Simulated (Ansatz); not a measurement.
Input file for Ansatz (a first-principles code): U-CCSD(T)/def2-TZVPP on GaGe, 2S+1 = 4, a spin state set in the input, which need not be the lowest, a point of a bond scan (R = 2.482 Å).

Ansatz 0.2 input:
```yaml
crystal:
  periodic: [false, false, false]
  atoms:
    - {symbol: Ga, position_ang: [0.00000000, 0.00000000, 0.00000000]}
    - {symbol: Ge, position_ang: [0.00000000, 0.00000000, 2.48158500]}
basis:
  gaussian:
    orbitals: def2-TZVPP
    pivot_positions_ang: [[0.00000000, 0.00000000, 0.00000000], [0.00000000, 0.00000000, 2.48158500]]
magnetization: {spin_polarized: true, initial_magnetization: 3}
correlation: {method: ccsd_t, electrons: valence}
output: {orbitals: {seedname: ./end}}
```

Program output:

```
WARN ansatz: RAYON_NUM_THREADS=2 ignored (pool sized by the plan → 2); use --threads N
Functional definition: HF
integrals: 0.15 GiB planned
660 factors; integrals over basis functions are off by at most 2.8e-4 eV
mean field: 0.46 GiB planned
mean field evaluation 1: about -108806.9520 eV, gradient 5.4e0 eV
mean field evaluation 2: about -108806.9884 eV, gradient 5.5e0 eV
mean field evaluation 4: about -108807.4116 eV, gradient 1.5e0 eV
mean field evaluation 8: about -108807.4407 eV, gradient 1.9e-1 eV
mean field evaluation 16: about -108807.4426 eV, gradient 1.4e-6 eV
mean field evaluation 32: about -108807.2051 eV, gradient 1.6e0 eV
mean field evaluation 64: about -108805.0888 eV, gradient 1.6e-1 eV
mean field evaluation 96: about -108804.3600 eV, gradient 2.5e-2 eV
mean field evaluation 128: about -108805.0822 eV, gradient 3.4e-1 eV
mean field evaluation 160: about -108805.2201 eV, gradient 2.2e-4 eV
mean field -108807.44256811 eV, -3998.5997620444 hartree, gradient 3.3e-6 eV, S^2 3.768639; 5 other end points of the search recorded, 0 dependent functions left out
determinant -108807.44256811 eV, -3998.5997620444 hartree, with singles and doubles -108818.21326612 eV, -3998.9955778958 hartree
determinant -108805.22012904 eV, -3998.5180889152 hartree, with singles and doubles -108815.69535831 eV, -3998.9030464905 hartree
determinant -108805.11682006 eV, -3998.5142923803 hartree, with singles and doubles -108815.72203311 eV, -3998.9040267713 hartree
determinant -108804.35999444 eV, -3998.4864795515 hartree, with singles and doubles -108815.36224415 eV, -3998.8908047708 hartree
18 core orbitals not correlated
reference -108807.44256811 eV, -3998.5997620444 hartree; 15, 12 occupied and 63, 66 virtual orbitals, 660 factors
second order -10.67038820 eV of doubles, -0.00000000 eV of singles
coupled cluster: 0.45 GiB planned
cycle   1  -10.76924119 eV  change    1.5e-3 eV  update   2.0e-3
cycle   2  -10.77062141 eV  change   -1.4e-3 eV  update   1.4e-3
cycle   3  -10.76986442 eV  change    7.6e-4 eV  update   7.9e-4
cycle   4  -10.76966496 eV  change    2.0e-4 eV  update   2.8e-4
cycle   5  -10.77026661 eV  change   -6.0e-4 eV  update   7.0e-5
cycle   6  -10.77031326 eV  change   -4.7e-5 eV  update   2.3e-5
cycle   7  -10.77030120 eV  change    1.2e-5 eV  update   7.5e-6
perturbative correction -0.50930399 eV, -0.0187165765 hartree
Total energy: -108818.72217330 eV, -3999.0142798896 hartree
```

The calculation finished and met its thresholds.

Cost: around 40 core-seconds (rough).
